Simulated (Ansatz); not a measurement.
```yaml
crystal:
  periodic: [false, false, false]
  atoms:
    - {symbol: O, position_ang: [-1.610918, 1.110154, 0.076902]}
    - {symbol: Si, position_ang: [-0.215624, 0.525260, -0.572460]}
    - {symbol: Si, position_ang: [0.759457, -1.028372, 0.837143]}
    - {symbol: Cl, position_ang: [-0.737466, -0.439680, -2.411051]}
    - {symbol: Cl, position_ang: [1.059925, 2.041807, -1.029881]}
    - {symbol: H, position_ang: [-2.074255, 1.751468, -0.426610]}
    - {symbol: H, position_ang: [2.014628, -1.545958, 0.215681]}
    - {symbol: H, position_ang: [-0.198233, -2.182989, 1.117597]}
    - {symbol: H, position_ang: [1.107346, -0.307332, 2.088403]}
basis:
  gaussian: {orbitals: STO-3G}
hamiltonian: {xc: {name: HF}}
correlation: {active_space: {window: {electrons: 6, orbitals: 2}}}
output: {forces: true}
```

```sh
$ ansatz run in.yaml --threads 4 --pin off --events-out ev --progress --plain --max-ram 10444MiB
```

It prints (some lines left out):

```
Functional definition: HF
  name "HF"
  cite "Fock, Z. Phys. 61, 126 (1930) doi:10.1007/BF01340294"
  parent pbe
  exchange = exact_x
  correlation = 0
510 factors; integrals over basis functions are off by at most 3.8e-5 eV
mean field evaluation 1: about -42356.0046 eV, gradient 2.7e1 eV
mean field evaluation 2: about -42356.0671 eV, gradient 2.7e1 eV
mean field evaluation 4: about -42359.3674 eV, gradient 1.5e0 eV
mean field evaluation 8: about -42359.3807 eV, gradient 2.4e-5 eV
mean field -42359.38067694 eV, -1556.6785276581 hartree, gradient 6.7e-7 eV, S^2 0.000000; 0 other end points of the search recorded, 0 dependent functions left out
reference -42359.38067694 eV, -1556.6785276581 hartree; 37, 37 occupied and 8, 8 virtual orbitals, 510 factors
Error: 6 electrons in 2 orbitals form no window around the highest filled level of the reference
```

(1) Something in this input is off. What?

## Answers

(1) The active space doesn't fit the electrons. The run stopped with an error.
